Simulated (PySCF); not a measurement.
Species: C₄H₈OSi₂.
Geometry (PBE0-D3(BJ)/def2-SVP, Å), atoms numbered from 1 in this order:
```xyz
15
C4H8OSi2 angstrom
O     -2.4390    1.5013   -0.2625
Si    -1.3767    0.2989   -0.7331
C     -1.1371   -0.9655    0.6265
C      0.0462   -1.3230    1.1632
Si     1.7046   -0.6256    0.6428
C      1.4726    0.6690   -0.6906
C      0.2828    1.0154   -1.2200
H     -2.1610    2.0326    0.4896
H     -2.0482   -0.3184   -1.9104
H     -2.0471   -1.4458    1.0184
H      0.0496   -2.0789    1.9632
H      2.5925   -1.7236    0.1430
H      2.3982   -0.0223    1.8260
H      2.3771    1.1729   -1.0636
H      0.2727    1.7919   -2.0007
```

A calculation gives these core lines: C 1s: 290.03 (area 2), 290.17 (area 2) eV; O 1s: 538.21 eV; Si 1s: 1846.29 (area 1), 1846.80 (area 1) eV; Si 2p3/2: 106.50 (area 1), 106.87 (area 1) eV.

Level of theory: delta-SCF UKS SCAN, pcX-2 on the ionised atom, pcseg-1 elsewhere, spin-free X2C (PySCF). The structure is a single PBE0-D3(BJ)/def2-SVP conformer in the gas phase; no vibrational or solvent corrections.

**Question.** Which silicon gives which Si 1s line?

**Answer.** 1846.29 eV: Si5 (SiH2 silicon); 1846.80 eV: Si2 (oxygen-bound silicon). The listed Si 1s values span 0.51 eV, from Si5 (bonded to 2 C and 2 H) to Si2 (bonded to O, 2 C and H). Summing the Pauling electronegativity differences to the bonded atoms, each weighted by its formal bond order, gives +1.90 for the lowest site and +3.14 for the highest.

**Question.** Which silicon gives which Si 2p3/2 line?

**Answer.** 106.50 eV: Si5 (SiH2 silicon); 106.87 eV: Si2 (oxygen-bound silicon). The listed Si 2p3/2 values span 0.37 eV, from Si5 (bonded to 2 C and 2 H) to Si2 (bonded to O, 2 C and H). Summing the Pauling electronegativity differences to the bonded atoms, each weighted by its formal bond order, gives +1.90 for the lowest site and +3.14 for the highest.

Bonded neighbours of each site: O1: H and Si; Si2: O, 2 C and H; C3/C7: C (double bond), H and Si; C4/C6: C (double bond), H and Si; Si5: 2 C and 2 H.

**Question.** What is the longest wavelength that can ionise Si 1s of Si2 vertically?

**Answer.** λ = hc/E = 12398.42 eV Å / 1846.80 eV = 6.713 Å.

Atoms equivalent by their bonding share one computed value, that of the first of them. The 2p values aren't plain energy differences: one relaxed spin-free 2p hole is combined with a matrix within the shell (ground-state 2p orbital-energy differences and spin–orbit coupling). 2p3/2, the mean of its two sublevels, lies a third of the splitting below the shell's mean and 2p1/2 two thirds above it; the statistical areas are 2:1. 2p1/2 minus 2p3/2 (ligand field included): Si 0.62 eV.

On one thread, Arm Neoverse V2 (aarch64), no GPU, shared host with 32 logical CPUs at a one-minute load of 24, this took 68 s of wall time and 0.65 GiB of memory at its peak.
